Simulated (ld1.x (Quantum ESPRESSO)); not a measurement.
What one change does to a pseudopotential (praseodymium (Pr), TM)

praseodymium, norm-conserving Troullier–Martins (Kleinman–Bylander form), made with ld1.x (Quantum ESPRESSO) 7.5 (PBE, scalar-relativistic). Core [Xe], reference 4f3 5d0 6s0 6p0 (charge +2). Waves: 6s (bound, empty): rc 3.55 bohr; 6p (bound, empty): rc 3.95 bohr; 5d (bound, empty): rc 3.10 bohr; 4f (bound): rc 1.45 bohr. Local part: all-electron potential smoothed inside 2.40 bohr (lloc = -1). Core correction: none.

All-electron outer shells of the reference configuration (PBE, scalar-relativistic, ld1.x):

```tsv
shell	level (eV)	outermost node (bohr)	outermost maximum (bohr)
5s	-51.77	0.74	1.35
5p	-34.14	0.79	1.53
4f	-13.84	–	0.69
5d	-13.50	0.90	2.14
6s	-13.19	1.79	3.40
6p	-9.52	2.10	4.10
```

Change: type TM semilocal; local potential the d channel.

Cutoffs: the cutoffs (Ry, on a coarse ladder) from which the occupation-weighted sum of valence levels, in a spherical-Bessel basis at the reference potential, stays within 10 and 1 mRy of its value at 400 Ry; they do not see the model core or the augmentation charge, which bear on the density cutoff. Errors are all-electron minus pseudo energies relative to the spin-unpolarised reference configuration.

Q: How do hardness, ghosts and transferability respond?

A: The potential gets neither clearly harder nor softer (160 Ry and 200 Ry → 160 Ry and 200 Ry); the bound ghost in p, s disappears; the f channel binds one level more than in the base; of the 7 tests that both files solve, the error grows in 1 and shrinks in 0 by more than 15 % and 0.3 meV (median size 499.7 → 542.5 meV); the range in which the f phases agree widens (upper end -0.2 → 1.5). A semilocal file is local in each channel, so a ghost entry of none says nothing of the separable form that plane-wave codes build from it.

| quantity | base | changed |
| --- | --- | --- |
| cutoff, loose | 160 Ry | 160 Ry |
| cutoff, tight | 200 Ry | 200 Ry |
| bound ghosts | s, p | none |
| error for 4f3 5d0 6s2 6p0, meV [ΔE -16.35 eV] | +980 | +977 |
| error for 4f3 5d0 6s1 6p0, meV [ΔE -10.63 eV] | +404 | +403 |
| error for 4f2 5d0 6s0 6p0, meV [ΔE 21.58 eV] | -1083 | -1016 |
| error for 4f3 5d0 6s0 6p2, meV [ΔE -11.71 eV] | +500 | +543 |
| error for 4f3 5d1 6s0 6p0, meV [ΔE -9.70 eV] | +344 | +345 |
| error for 4f2 5d0 6s2 6p0, meV [ΔE -8.82 eV] | +40 | +118 |
| error for 4f2 5d1 6s2 6p0, meV [ΔE -15.21 eV] | +921 | +960 |
| s: phases at 4.28 bohr within 0.05 rad from the reference energy up to (Ry; the scan ends near 5) | 0.1 | 0.3 |
| p: phases at 4.28 bohr within 0.05 rad from the reference energy up to (Ry; the scan ends near 5) | 0.8 | 0.4 |
| d: phases at 4.28 bohr within 0.05 rad from the reference energy up to (Ry; the scan ends near 5) | 2.7 | 2.7 |
| f: phases at 4.28 bohr within 0.05 rad from the reference energy up to (Ry; the scan ends near 5) | -0.2 | 1.5 |

Base: These tests converged, but a pseudo level misses the all-electron one widely, so the file describes the atom poorly there or has found another state: 4f2 5d0 6s0 6p0: 4f by 2.4 eV (a node warning on the way); 4f2 5d0 6s2 6p0: 4f by 2.3 eV; 4f2 5d1 6s2 6p0: 4f by 1.4 eV. Changed file: These tests converged, but a pseudo level misses the all-electron one widely, so the file describes the atom poorly there or has found another state: 4f2 5d0 6s0 6p0: 4f by 2.3 eV; 4f2 5d0 6s2 6p0: 4f by 2.1 eV; 4f2 5d1 6s2 6p0: 4f by 1.2 eV. A true bound ghost makes a file unfit for plane-wave use even where its test errors are small: the radial tests pick states by their node count and pass the ghost by.
